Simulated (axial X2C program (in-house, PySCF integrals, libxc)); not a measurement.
## Levels of CaSe⁻ by electron attachment to CaSe (EOM-EA-CCSD)

Calculated with an axial X2C code built on PySCF integrals: two-component X2C with atomic mean-field Coulomb and Gaunt terms, Gaussian nuclei, basis Se dyall-acv3z, Ca dyall-acv3z with contracted cores.

R = 2.433 Å (near the PBE0 minimum at charge 0 of the determinant lowest at the starting distance; the state shown can have its own minimum elsewhere).

Levels of CaSe⁻ obtained by attaching an electron to CaSe:

| Ω | binding energy (eV) | above lowest (cm⁻¹) | attached spinor | one-particle weight |
| --- | --- | --- | --- | --- |
| 1/2 | 1.354 | 0 | 51% Ca sσ, 35% Ca pσ, 8% Se pσ | 0.97 |
| 1/2 | 0.055 | 10474 | 75% Ca pπ, 21% Ca dπ | 0.98 |
| 3/2 | 0.051 | 10508 | 75% Ca pπ, 22% Ca dπ | 0.98 |
| 1/2 | -0.054 | 11358 | 60% Ca pσ, 35% Ca sσ | 0.99 |
| 1/2 | -0.418 | 14292 | 43% Ca sσ, 29% Ca dσ, 22% Ca pσ | 0.98 |
| 1/2 | -0.430 | 14390 | 87% Ca pπ, 9% Ca dπ | 0.99 |
| 3/2 | -0.431 | 14399 | 89% Ca pπ, 10% Ca dπ | 0.99 |

Problem. What is the splitting of the first π pair in the table, and is it regular or inverted?

Solution. E(3/2) − E(1/2) = 10508 − 10474 = 34 cm⁻¹ at EOM-EA-CCSD: regular, Ω = 1/2 lower. Splittings at this level can be off by ten to twenty per cent.

Negative binding energies belong to unbound states, resonances or levels that the basis set holds; within some tenths of an eV of zero the sign is not settled.

This point took 88 s on 1 thread of Intel(R) Xeon(R) Platinum 8488C (Sapphire Rapids), with other jobs on the host.

Reference electrons by ω block (each with its −ω partner): 1/2: 19, 3/2: 7, 5/2: 1. 16 electrons of CaSe correlated (inner shells frozen), 88 natural virtual spinors (a truncated set); levels can be off by some tenths of an eV. Roots sought by Ω: (1/2: 5, 3/2: 4, 5/2: 2, 7/2: 1); rows need 60 % one-particle weight and stop where some Ω has no more roots. Missing are any skipped roots, higher Ω and states of a further excitation; these come out far too high here and may in truth be low or lowest. T1 of the reference 0.031 (Lee–Taylor). Number of frozen shells: Se 3 s, 2 p, 1 d; Ca 2 s, 1 p. Large amplitudes in the reference (orbital relaxation or multireference character) lower the reliability.
